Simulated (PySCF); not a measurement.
Compound: N-methylpyridinium, C6H8N (charge +1).
SMILES: `C[N+]1=CC=CC=C1`

Computed geometry: GFN2-xTB, gas phase.

Take the most abundant isotopes and a rigid rotor. 

Task: What are A, B and C (MHz)?

Result: Ia = 87.69, Ib = 190.84, Ic = 275.39 u·Å²; 505379 MHz·u·Å²/I gives A = 5763, B = 2648, C = 1835 MHz.

Task: What kind of rotor is it?

Result: An asymmetric top: κ = (2 × 2648 − 5763 − 1835)/(5763 − 1835) = -0.59.

Task: Is it planar, by Δ = Ic − Ia − Ib?

Result: Not planar: Δ = Ic − Ia − Ib = -3.15 u·Å². For a rigid frame Δ = −2 Σ m c², so Σ m c² = 1.58 u·Å² lies off the ab plane, practically all of it from hydrogen. The atom farthest from that plane is 0.99 Å away.

Task: Give the other two planar moments, Paa and Pbb, and the rms extents of the mass along the axes.

Result: Paa = Σ m a² = (Ib + Ic − Ia)/2 = 189.27 and Pbb = Σ m b² = (Ia + Ic − Ib)/2 = 86.12 u·Å². With the mass M = 94.07 u, the rms extents √(P/M) along a, b and c are 1.42, 0.96, 0.13 Å.

Task: Where do the levels up to J = 5 lie, in MHz?

Result: Above 0(0,0):
J = 1: 1(0,1) 4483, 1(1,1) 7598, 1(1,0) 8411
J = 2: 2(0,2) 13311, 2(1,2) 15752, 2(1,1) 18191, 2(2,1) 27535, 2(2,0) 27675
J = 3: 3(0,3) 26228, 3(1,3) 27902, 3(1,2) 32764, 3(2,2) 40985, 3(2,1) 41657, 3(3,1) 58673, 3(3,0) 58688
J = 4: 4(0,4) 42960, 4(1,4) 43970, 4(1,3) 51995, 4(2,3) 58809, 4(2,2) 60681, 4(3,2) 76845, 4(3,1) 76950, 4(4,1) 101284, 4(4,0) 101286
J = 5: 5(0,5) 63331, 5(1,5) 63880, 5(1,4) 75670, 5(2,4) 80917, 5(2,3) 84823, 5(3,3) 99603, 5(3,2) 100007, 5(4,2) 124010, 5(4,1) 124022, 5(5,1) 155416, 5(5,0) 155416
The levels of one J sum to (2J + 1)J(J + 1)(A + B + C)/3.

Not checked by GFN2-xTB frequencies. No vibrational averaging or centrifugal distortion is included, and the geometry carries the error of its method.
